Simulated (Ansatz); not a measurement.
C4H11Al, SMILES `CC[CH2][AlH][CH3]`. The species carries charge 0 and has multiplicity 1.

| atom | x (Å) | y (Å) | z (Å) |
| --- | --- | --- | --- |
| C1 | 1.133 | 1.031 | -1.073 |
| C2 | 1.334 | -0.385 | -0.560 |
| C3 | 0.955 | -0.530 | 0.913 |
| Al4 | -0.932 | -0.211 | 1.353 |
| C5 | -2.341 | -0.252 | -0.002 |
| H6 | 1.727 | 1.744 | -0.493 |
| H7 | 1.424 | 1.131 | -2.121 |
| H8 | 0.083 | 1.336 | -0.996 |
| H9 | 2.380 | -0.676 | -0.720 |
| H10 | 0.738 | -1.074 | -1.169 |
| H11 | 1.580 | 0.130 | 1.529 |
| H12 | 1.193 | -1.544 | 1.270 |
| H13 | -1.338 | 0.046 | 2.875 |
| H14 | -1.986 | -0.552 | -0.991 |
| H15 | -2.802 | 0.738 | -0.104 |
| H16 | -3.149 | -0.932 | 0.289 |

(1) What are the harmonic wavenumbers in cm⁻¹ at PBE0-D4/def2-TZVP (Ansatz, finite differences of forces, unscaled)? (Estimate.)

(2) Is this a minimum?

(3) Give the ideal-gas thermochemistry at 298.15 K and 1 bar (rigid rotor, harmonic oscillator; point group C1, symmetry number 1).

(4) And at 400, 500, 600, 800 and 1000 K?

Answers

(1) Ansatz gave: 49, 69, 97, 122, 222, 286, 378, 382, 541, 544, 572, 680, 694, 762, 801, 896, 988, 1014, 1090, 1198, 1216, 1219, 1307, 1360, 1402, 1427, 1438, 1441, 1484, 1491, 1499, 1886, 3004, 3024, 3029, 3031, 3042, 3058, 3096, 3101, 3117, 3126.

(2) Yes, all 42 modes are real.

(3) Zero-point energy 354.0 kJ/mol; H(298) − E = 379.5 kJ/mol; entropy 380.3 J/(mol·K), of which translation 164.4, rotation 113.2, vibration 102.6; G(298) − E = 266.1 kJ/mol. Modes under 100 cm⁻¹ are hindered rotations or soft bends, so the harmonic entropy is rough.

(4) 
| T (K) | H − E (kJ/mol) | S (J/mol/K) | G − E (kJ/mol) |
| --- | --- | --- | --- |
| 400 | 394.6 | 423.9 | 225.1 |
| 500 | 412.5 | 463.6 | 180.7 |
| 600 | 432.9 | 500.6 | 132.5 |
| 800 | 479.7 | 567.7 | 25.5 |
| 1000 | 532.8 | 626.9 | -94.1 |
